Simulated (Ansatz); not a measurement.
# Swapping Cl for I on Si: the HOMO–LUMO gap

On one Si centre, n of the Cl ligands are replaced by I. The HOMO–LUMO gap y in eV at wB97M-V/def2-TZVPP. Shapes, held fixed at every level: PBE0-D4/def2-TZVP. Programs: Ansatz 0.2.0.

| molecule | n | y (eV) |
| --- | --- | --- |
| SiCl4 | 0 | 13.31 |
| SiICl3 | 1 | ? |
| SiI2Cl2 | 2 | 9.89 |
| SiI4 | 4 | 8.93 |

Task: Fit y = c + s·n to the known rows and predict SiICl3.

Result: 
1. Means of the 3 rows: n = 2.00000, y = 10.710.
2. Σ(Δn)² = 8, Σ(Δn·Δy) = -8.76, so the slope is -8.76/8 = -1.095.
3. Intercept: 10.710 − (-1.095) × 2.00000 = 12.900. The largest residual of the fit is 0.82.
4. SiICl3: 12.900 + (-1.095) × 1 = 11.80 eV.

The run gave 10.86 eV, so the prediction is off by +0.94 eV, about the scatter of the fit. The step per swap changes from -2.45 to -0.48 eV along the series, so a line misses the bend. Other levels give for SiICl3: SPW92/def2-TZVPP 4.65; BHLYP-D4/def2-TZVPP 8.75 eV. Orbital gaps aren't excitation energies, and the LUMO depends on the basis. For atoms past krypton def2 sets carry core potentials with scalar relativity.
